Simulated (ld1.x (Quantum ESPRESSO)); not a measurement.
## gallium ultrasoft: all-electron and pseudo phase curves

gallium, ultrasoft, made with ld1.x (Quantum ESPRESSO) 7.5 (PBEsol, scalar-relativistic). Core [Ar], reference 3d10 4s1.5 4p1.5. Waves: 4s (bound): rcut 1.65, rcutus 1.90 bohr; 4s channel at 0.7 Ry: rcut 1.65, rcutus 1.90 bohr; 4p (bound): rcut 2.60, rcutus 3.00 bohr; 4p channel at 1 Ry: rcut 2.60, rcutus 3.00 bohr; 3d (bound): rcut 0.80, rcutus 0.95 bohr; 3d channel at -0.6 Ry: rcut 0.80, rcutus 0.95 bohr. Local part: all-electron potential smoothed inside 3.38 bohr (lloc = -1). Core correction: none. Augmentation charge: PSQ, inside the norm-conserving radii.

The phase is arctan(r·u′/u) with u = r·R(r), unwrapped; energies in Ry, scanned from -3 to 5 Ry. A pole is an energy at which the radial function vanishes at the test radius. The pseudo phase is shifted by a multiple of π to meet the all-electron one at the reference energy, and phase errors are pseudo minus all-electron; the curves can meet again beyond the range given. Levels narrower than the energy grid can be missing from the lists of poles.

```tsv
channel	radius (bohr)	reference energy (Ry)	poles, all-electron	poles, pseudo	unbroken range about the reference energy with phases within 0.05 rad	phase error 1 Ry above the reference energy (rad)
s	3.66	-0.70	-0.49, 2.80	-0.49, 2.80	below 4.9	+0.000
p	3.66	-0.22	0.24, 3.58	0.24, 3.45	below 4.4	-0.000
d	3.66	-1.48	-1.47, 1.49	-1.47, 1.52	below 2.4	+0.000
```

Phases in the s channel:

```json
{"E (Ry)": "-3.00", "all-electron": "1.398", "pseudo": "1.398"}
{"E (Ry)": "-2.76", "all-electron": "1.389", "pseudo": "1.389"}
{"E (Ry)": "-2.52", "all-electron": "1.377", "pseudo": "1.377"}
{"E (Ry)": "-2.28", "all-electron": "1.364", "pseudo": "1.364"}
{"E (Ry)": "-2.04", "all-electron": "1.346", "pseudo": "1.346"}
{"E (Ry)": "-1.80", "all-electron": "1.322", "pseudo": "1.322"}
{"E (Ry)": "-1.56", "all-electron": "1.287", "pseudo": "1.287"}
{"E (Ry)": "-1.32", "all-electron": "1.226", "pseudo": "1.226"}
{"E (Ry)": "-1.08", "all-electron": "1.080", "pseudo": "1.080"}
{"E (Ry)": "-0.84", "all-electron": "0.143", "pseudo": "0.143"}
{"E (Ry)": "-0.60", "all-electron": "-1.440", "pseudo": "-1.440"}
{"E (Ry)": "-0.36", "all-electron": "-1.658", "pseudo": "-1.658"}
{"E (Ry)": "-0.12", "all-electron": "-1.758", "pseudo": "-1.758"}
{"E (Ry)": "0.12", "all-electron": "-1.846", "pseudo": "-1.846"}
{"E (Ry)": "0.36", "all-electron": "-1.962", "pseudo": "-1.962"}
{"E (Ry)": "0.60", "all-electron": "-2.168", "pseudo": "-2.168"}
{"E (Ry)": "0.84", "all-electron": "-2.667", "pseudo": "-2.667"}
{"E (Ry)": "1.08", "all-electron": "-3.631", "pseudo": "-3.631"}
{"E (Ry)": "1.32", "all-electron": "-4.196", "pseudo": "-4.196"}
{"E (Ry)": "1.56", "all-electron": "-4.419", "pseudo": "-4.419"}
{"E (Ry)": "1.80", "all-electron": "-4.530", "pseudo": "-4.530"}
{"E (Ry)": "2.04", "all-electron": "-4.597", "pseudo": "-4.597"}
{"E (Ry)": "2.28", "all-electron": "-4.644", "pseudo": "-4.643"}
{"E (Ry)": "2.52", "all-electron": "-4.679", "pseudo": "-4.679"}
{"E (Ry)": "2.76", "all-electron": "-4.708", "pseudo": "-4.708"}
{"E (Ry)": "3.00", "all-electron": "-4.734", "pseudo": "-4.734"}
{"E (Ry)": "3.24", "all-electron": "-4.759", "pseudo": "-4.758"}
{"E (Ry)": "3.48", "all-electron": "-4.785", "pseudo": "-4.783"}
{"E (Ry)": "3.72", "all-electron": "-4.813", "pseudo": "-4.811"}
{"E (Ry)": "3.96", "all-electron": "-4.846", "pseudo": "-4.843"}
{"E (Ry)": "4.20", "all-electron": "-4.891", "pseudo": "-4.886"}
{"E (Ry)": "4.44", "all-electron": "-4.956", "pseudo": "-4.947"}
{"E (Ry)": "4.68", "all-electron": "-5.069", "pseudo": "-5.050"}
{"E (Ry)": "4.92", "all-electron": "-5.323", "pseudo": "-5.270"}
```
